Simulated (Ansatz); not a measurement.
This geometry of ClH3Sn (5 atoms, charge 0, multiplicity 1) is a first-order saddle point.

Method: RKS PBE/def2-TZVP in Ansatz.

```xyz
5
Properties=species:S:1:pos:R:3
Sn 0.254 0.000 -0.463
Cl 1.316 0.000 2.013
H 1.855 0.000 0.414
H -0.816 1.369 -0.348
H -0.816 -1.369 -0.348
```

Problem. Which two structures does it join? (They come from a converged band through this point; their orientation in space is the band's.)

Solution. Bonds broken: Sn1–Cl2, Sn1–H3. Bonds formed: Cl2–H3.

Image 0:

```xyz
5
Properties=species:S:1:pos:R:3
Sn 0.325 0.000 0.072
Cl 0.724 0.000 2.395
H 1.872 0.000 -0.665
H -0.565 1.427 -0.266
H -0.565 -1.427 -0.266
```

Image 10:

```xyz
5
Properties=species:S:1:pos:R:3
Sn -0.194 0.000 -0.941
Cl 1.501 0.000 1.447
H 2.650 0.000 0.854
H -1.082 1.270 -0.046
H -1.082 -1.270 -0.046
```

Problem. How far does it lie above each of them?

Solution. 1.73 eV above the first and 0.38 eV above the second. This is the barrier of this one path; another mechanism may lie lower. The orbitals stay closed-shell, which can raise the energy where a bond breaks towards radicals; this wasn't checked here.

The run took 110 s on 2 threads of Arm Neoverse V1, with other jobs on the host, peak memory 0.16 GiB.
